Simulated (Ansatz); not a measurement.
A nudged elastic band was laid between two geometries of CH7NSi2Te (12 atoms, charge 0, multiplicity 1).

Method: Ansatz 0.2.0, RKS B3LYP/def2-SVP.

| Quantity | Value |
| --- | --- |
| movable images | 8 |
| climbing image | no |
| spring | 5.0 eV/Å² |
| optimiser | quadratic models (default) |
| start path | IDPP |
| force threshold | 0.05 eV/Å |
| iteration limit | 37 |
| end points | relaxed |

Image 0:

```xyz
12
Properties=species:S:1:pos:R:3
Si -1.874 1.032 0.836
Si 0.399 0.409 0.668
N 0.721 -1.134 -0.073
C 1.444 -0.978 -1.319
Te 1.664 1.252 -1.363
H -1.976 2.476 1.213
H -2.562 0.818 -0.470
H -2.579 0.228 1.884
H 1.062 0.640 1.994
H 0.441 -2.070 0.206
H 2.450 -1.430 -1.325
H 0.888 -1.296 -2.217
```

Image 9:

```xyz
12
Properties=species:S:1:pos:R:3
Si -2.010 0.515 0.989
Si 0.249 -0.162 0.829
N 0.721 -0.914 -0.669
C 1.693 -0.107 -1.379
Te 1.915 1.592 0.065
H -2.405 1.278 -0.231
H -2.916 -0.668 1.126
H -2.198 1.384 2.192
H 0.616 -0.913 2.075
H 0.395 -1.770 -1.108
H 2.678 -0.586 -1.511
H 1.341 0.295 -2.344
```

(1) Which bonds break or form, and what moves?

(2) What energy profile does the band end with?

(3) What is the geometry of the highest image?

The band took 4 iterations and roughly 6 core-minutes.

Answers

(1) No bond is made or broken. The dihedral H7–Si1–Si2–Te5 goes from 47 to 166°. The two ends are copies of one structure, up to a mirror image or an exchange of like atoms.

(2) The forces met the threshold. The highest image is number 4 of 0 to 9, 0.047 eV above the ends, which have the same energy within 2 meV. No image climbed, so the highest image needn't sit at the top of the path.

| image | path coordinate (Å) | energy (eV) | dihedral H7–Si1–Si2–Te5 (°) |
| --- | --- | --- | --- |
| 0 | 0.00 | 0.000 | 47 |
| 1 | 0.50 | 0.006 | 60 |
| 2 | 0.99 | 0.020 | 73 |
| 3 | 1.49 | 0.036 | 87 |
| 4 | 1.98 | 0.047 | 100 |
| 5 | 2.48 | 0.046 | 113 |
| 6 | 2.98 | 0.035 | 127 |
| 7 | 3.47 | 0.019 | 140 |
| 8 | 3.97 | 0.005 | 153 |
| 9 | 4.47 | 0.000 | 166 |

(3) 
```xyz
12
Properties=species:S:1:pos:R:3:forces:R:3
Si -1.979 0.715 0.979 -0.02 0.01 0.02
Si 0.305 0.077 0.804 -0.01 0.01 0.01
N 0.718 -1.041 -0.467 0.00 0.00 -0.02
C 1.622 -0.438 -1.426 0.01 -0.01 0.02
Te 1.845 1.598 -0.521 -0.01 0.01 -0.01
H -2.140 2.171 0.688 0.00 -0.01 0.00
H -2.811 -0.056 0.004 0.03 0.00 0.00
H -2.505 0.452 2.356 0.00 0.00 -0.02
H 0.792 -0.300 2.173 0.01 0.00 0.00
H 0.402 -1.991 -0.638 -0.01 0.01 0.01
H 2.619 -0.906 -1.473 0.00 -0.01 -0.01
H 1.210 -0.334 -2.444 0.00 0.01 0.00
```

Time of the run: 2.9 min on 2 threads of Arm Neoverse V2, on a shared host, peak memory 0.34 GiB.
